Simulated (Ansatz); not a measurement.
A structure relaxed at r2SCAN-D4/def2-SVP in Ansatz, charge 0, doublet:

```xyz
7

Cu    1.512   -0.303   -0.184
Cu   -0.761    0.036   -1.130
Cu   -0.434    0.204    1.276
F     1.342   -0.467    1.668
F    -1.581   -1.035    0.213
F     0.994   -0.002   -1.952
F    -1.071    1.568    0.110
```

Q: Give its formula and point group.

A: the cluster Cu₃F₄. Point group C2 (tolerance 0.1 Å).

Q: Summarise the bond lengths by kind (pairs closer than 1.2 times the sum of covalent radii, bridged metal pairs left out).

A: 8 × Cu–F 1.87 to 2.00 Å.

The structure comes from a short search, and lower isomers may exist.
